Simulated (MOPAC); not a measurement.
MOPAC input (PM3):

```
PM3 PRECISE GNORM=0.05 LET XYZ UHF MS=0.5 GEO-OK AUX(PRECISION=9) THREADS=1
CF2I

C    -1.34796582 1    0.03981920 1   -0.06100352 1
F    -1.91407761 1   -0.32410772 1    1.07668877 1
F    -1.82888146 1   -0.69571646 1   -1.04841252 1
I     0.78819673 1    0.16866986 1    0.00210443 1
```

From the last part of the output:

```
                                                       MOPAC v23.2.5 Linux

          FINAL HEAT OF FORMATION =        -55.87326 KCAL/MOL =    -233.77373 KJ/MOL

          COSMO AREA              =        102.83 SQUARE ANGSTROMS
          COSMO VOLUME            =         88.41 CUBIC ANGSTROMS

          GRADIENT NORM           =          0.00445          =       0.00222 PER ATOM
          IONIZATION POTENTIAL    =          9.724026 EV
          ALPHA SOMO LUMO (EV)    =         -9.724 -1.691
          BETA  SOMO LUMO (EV)    =         -9.926 -1.491
          NO. OF ALPHA ELECTRONS  =         13
          NO. OF BETA  ELECTRONS  =         12
          MOLECULAR WEIGHT        =        176.9123         POINT GROUP:  Cs

          MOLECULAR DIMENSIONS (Angstroms)

            Atom       Atom       Distance
            I     4    F     2     2.86471
            F     2    F     3     1.98583
            C     1    I     4     0.29405

          SCF CALCULATIONS        =         16

   ATOM   CHEMICAL          X               Y               Z
  NUMBER   SYMBOL      (ANGSTROMS)     (ANGSTROMS)     (ANGSTROMS)

     1       C         -1.23890230  *  -0.02929135  *  -0.04454675  *
     2       F         -1.88637986  *  -0.29495700  *   1.06348603  *
     3       F         -1.80189008  *  -0.66340749  *  -1.04378916  *
     4       I          0.73348353  *   0.16615152  *   0.00036110  *

                             CARTESIAN COORDINATES

   1    C       -1.238902305    -0.029291349    -0.044546755
   2    F       -1.886379862    -0.294957005     1.063486031
   3    F       -1.801890075    -0.663407489    -1.043789156
   4    I        0.733483529     0.166151517     0.000361097

           Empirical Formula: C F2 I  =     4 atoms

      MOLECULAR POINT GROUP   :   Cs

          ALPHA EIGENVALUES
 -31.55997 -24.96993 -20.33320 -19.62648 -19.39240 -19.03386 -17.25479 -16.62577
 -15.76630 -14.51928 -10.90696 -10.06470  -9.72403  -1.69108   2.39964   2.87747

           BETA EIGENVALUES
 -30.86105 -24.71542 -20.02989 -19.54453 -18.97104 -18.69362 -16.93230 -16.63368
 -15.12614 -14.30611 -10.12823  -9.92569  -1.49119  -0.49671   3.01062   3.62362

              NET ATOMIC CHARGES AND DIPOLE CONTRIBUTIONS

  ATOM NO.   TYPE          CHARGE      No. of ELECS.   s-Pop       p-Pop
    1          C           0.076686        3.9233     1.40669     2.51662
    2          F          -0.071479        7.0715     1.74946     5.32202
    3          F          -0.071479        7.0715     1.74946     5.32202
    4          I           0.066272        6.9337     1.98083     4.95290
 DIPOLE           X         Y         Z       TOTAL
 POINT-CHG.     1.043     0.371    -0.023     1.108
 HYBRID         0.038    -0.508     0.090     0.517
 SUM            1.081    -0.136     0.067     1.092

          ATOMIC ORBITAL ELECTRON POPULATIONS

     Atom    s        px        py        pz
    1  C   1.40669   0.83513   0.90449   0.77700
    2  F   1.74946   1.81803   1.91504   1.58895
    3  F   1.74946   1.85071   1.81572   1.65559
    4  I   1.98083   1.04160   1.92323   1.98806

                    (SZ)    =    0.500000
                    (S**2)  =    0.768148

          ATOMIC ORBITAL SPIN POPULATIONS

    Atom   Total    s     px     py     pz
         Atomic
    1  C  0.7449  0.162  0.035  0.512  0.036
    2  F  0.0413  0.002 -0.009  0.048  0.000
    3  F  0.0413  0.002 -0.008  0.060 -0.013
    4  I  0.1725  0.015  0.153  0.003  0.002

 **********************
 *                    *
 * JOB ENDED NORMALLY *
 *                    *
 **********************

 == MOPAC DONE ==
```
